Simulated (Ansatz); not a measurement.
Molecule: diboron tetrafluoride, B2F4, charge 0, multiplicity 1. 
Geometry from a B3LYP-D3(BJ)/def2-TZVP (Ansatz, a quantum-chemistry and plane-wave program) optimisation:
SMILES: FB(F)B(F)F
```xyz
6

F     -1.5495    -0.8754     0.7120
B     -0.8563    -0.0458    -0.0490
F     -1.5426     0.7102    -0.8889
B      0.8563     0.0458     0.0490
F      1.6339    -0.7156    -0.7017
F      1.4582     0.8808     0.8786
```

Basis-set convergence of Hartree-Fock and CCSD(T) correlation energies (hartree) with Ansatz. Cores are frozen in the correlated levels unless marked. Spin-orbit coupling is left out. No relativistic terms.

```
basis    functions       E(HF)  E(corr, CCSD(T))
-------  ---------  ----------  ----------------
cc-pVDZ          -  -447.37760          -0.92687
cc-pVTZ        180  -447.54461          -1.21864
cc-pVQZ        330  -447.58036          -1.32240
```

Extrapolating the two largest sets (X = 3 and 4) as X^-3: E(corr) = (64·(-1.32240) - 27·(-1.21864))/37 = -1.3981 Eh, an estimate of the basis-set limit. The largest set recovers 94.6 % of it, the smallest 66.3 %.
